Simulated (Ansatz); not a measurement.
C2Cl2N2O2Si (`O=C=N[Si](Cl)(Cl)N=C=O`) at its PBE0-D4/def2-TZVP geometry, where that method's forces vanish. Total charge 0; spin multiplicity 1.

```csv
atom,x (Å),y (Å),z (Å)
O1,2.588,2.679,0.633
C2,1.776,1.881,0.420
N3,0.906,1.095,0.167
Si4,0.182,-0.418,0.283
Cl5,1.436,-1.845,-0.421
Cl6,-0.270,-0.827,2.215
N7,-1.222,-0.376,-0.642
C8,-2.213,-0.877,-1.095
O9,-3.181,-1.311,-1.560
```

**Question.** For each bond, give half the difference of the two atoms' forces along it (eV/Å; positive pushes the atoms apart) under PBE-D4, r2SCAN-D4, B3LYP-D4, ωB97M-V in def2-TZVPP. (Estimate.)

**Answer.** Ansatz gave: 
```json
{"bond": "O1–C2", "length (Å)": "1.158", "PBE-D4": "0.97", "r2SCAN-D4": "0.37", "B3LYP-D4": "0.29", "ωB97M-V": "0.03"}
{"bond": "C2–N3", "length (Å)": "1.199", "PBE-D4": "0.20", "r2SCAN-D4": "0.06", "B3LYP-D4": "-0.10", "ωB97M-V": "0.03"}
{"bond": "N3–Si4", "length (Å)": "1.681", "PBE-D4": "-0.29", "r2SCAN-D4": "-0.14", "B3LYP-D4": "-0.04", "ωB97M-V": "0.01"}
{"bond": "Si4–Cl5", "length (Å)": "2.026", "PBE-D4": "0.16", "r2SCAN-D4": "0.06", "B3LYP-D4": "0.16", "ωB97M-V": "0.02"}
{"bond": "Si4–Cl6", "length (Å)": "2.026", "PBE-D4": "0.16", "r2SCAN-D4": "0.06", "B3LYP-D4": "0.16", "ωB97M-V": "0.01"}
{"bond": "Si4–N7", "length (Å)": "1.681", "PBE-D4": "-0.29", "r2SCAN-D4": "-0.14", "B3LYP-D4": "-0.04", "ωB97M-V": "0.01"}
{"bond": "N7–C8", "length (Å)": "1.199", "PBE-D4": "0.20", "r2SCAN-D4": "0.06", "B3LYP-D4": "-0.10", "ωB97M-V": "0.03"}
{"bond": "C8–O9", "length (Å)": "1.158", "PBE-D4": "0.97", "r2SCAN-D4": "0.37", "B3LYP-D4": "0.29", "ωB97M-V": "0.03"}
```

B3LYP here is the variant with VWN-RPA as its local correlation; programs differ in this.
